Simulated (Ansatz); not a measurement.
`C#CNC` and `C#CN(C)[SiH2]F` differ in one atom or group.

Ansatz, PBE0-D4/def2-TZVP geometries, multiplicity 1. Each molecule was computed in one conformer, which needn't be the lowest.

```json
{"property": "HOMO–LUMO gap (B3LYP/def2-TZVPP) / eV", "`C#CNC`": "6.52"}
{"property": "size of the dipole moment (B3LYP/def2-TZVPP) / D", "`C#CNC`": "1.85"}
{"property": "LUMO energy (PBE/def2-TZVPP) / eV", "`C#CNC`": "-0.06"}
{"property": "size of the dipole moment (PBE/def2-TZVPP) / D", "`C#CNC`": "1.89"}
{"property": "LUMO energy (ωB97M-V/def2-TZVPP) / eV", "`C#CNC`": "2.36"}
{"property": "HOMO energy (PBE/def2-TZVPP) / eV", "`C#CNC`": "-5.01"}
```

What does the change do to each property? (Best estimate.)

Ansatz gave: 
```csv
property,`C#CN(C)[SiH2]F`,shift
HOMO–LUMO gap (B3LYP/def2-TZVPP) / eV,6.62,0.10
size of the dipole moment (B3LYP/def2-TZVPP) / D,1.77,-0.08
LUMO energy (PBE/def2-TZVPP) / eV,-0.44,-0.38
size of the dipole moment (PBE/def2-TZVPP) / D,1.73,-0.16
LUMO energy (ωB97M-V/def2-TZVPP) / eV,2.12,-0.24
HOMO energy (PBE/def2-TZVPP) / eV,-5.46,-0.45
```

Dipoles are sizes alone; their direction can turn.

B3LYP here is the variant with VWN-RPA as its local correlation; programs differ in this.
